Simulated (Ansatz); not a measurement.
Species: ZnH₂, net charge -1, doublet state. The spin state was set by rule; other spins were not relaxed. 
Coordinates optimised at B3LYP-D3(BJ)/def2-TZVP (Ansatz, an electronic-structure program):
```xyz
3

Zn    -0.0473    -0.0077     0.0043
H      0.9509    -1.3305     0.0194
H      0.4675     1.5602    -0.1481
```
Charge -1, spin multiplicity 2.

Total electronic energies in hartree. Correlated levels leave the core frozen unless marked. UHF or UKS for open shells. Spin-orbit coupling is left out. Frozen are the shells of the preceding noble gas and the d and f shells that filled before the atom's block. No relativistic terms. Basis-set limits of correlation are two-point, X^-3; Hartree-Fock from the larger set. The program attaches cautions to a run behind HF/STO-3G: large difference.

| level | program | energy (Eh) |
|---|---|---|
| HF/STO-3G | Ansatz | -1758.40800 |
| PBE/def2-TZVPD | Ansatz | (withheld) |
| BLYP/def2-TZVPD | Ansatz | (withheld) |
| PBE0/6-31G* | Ansatz | -1779.93859 |
| CAM-B3LYP-D4/def2-TZVPD | Ansatz + dftd4 | -1780.66301 |
| LC-wPBE-D3(BJ)/def2-TZVPD | Ansatz + dftd3 | -1780.32156 |
| MP2/6-31G | Ansatz | -1778.79080 |
| MP2/CBS(def2-TZVPPD,def2-QZVPPD) | Ansatz | -1779.5373 |
| CCSD(T)/CBS(def2-TZVPPD,def2-QZVPPD) | Ansatz | -1779.5208 |

### Question
Some entries are withheld; supply them.

### Answer

- PBE/def2-TZVPD, energy (Eh): -1780.27644
- BLYP/def2-TZVPD, energy (Eh): -1780.63075
